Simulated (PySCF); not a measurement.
The same groups moved round the core (butadiene chloro+silyl). All species are isolated molecules in the gas phase. One relaxed conformer stands for each flexible species; it need not be the lowest. Strings in code marks are SMILES.

Computed with PySCF 2.14.0 with PBE-D3(BJ)/def2-TZVP // CAM-B3LYP-D3(BJ)/def2-TZVP. Excitations are Tamm–Dancoff values on a coarser integration grid. The basis has no diffuse functions, so Rydberg states are missing or too high.

| species | S1 excitation (TDA) (eV) | T1 excitation (TDA) (eV) | HOMO (eV) | S1 oscillator strength |
|---|---|---|---|---|
| `C=C([SiH3])C(=C)Cl` (Si–C–C–Cl torsion 45°) | 4.69 | 3.46 | -6.20 | 0.046 |
| `Cl/C(=C\C=C)[SiH3]` (C–C–C–C torsion 180°) | 4.90 | 2.98 | -5.95 | 0.000 |
| `C=C/C=C(\[SiH3])Cl` (C–C–C–C torsion 180°) | 5.05 | 2.98 | -5.89 | 0.000 |
| `[SiH3]/C=C\C=C/Cl` (C–C–C–C torsion 180°) | 4.93 | 2.91 | -5.97 | 0.585 |
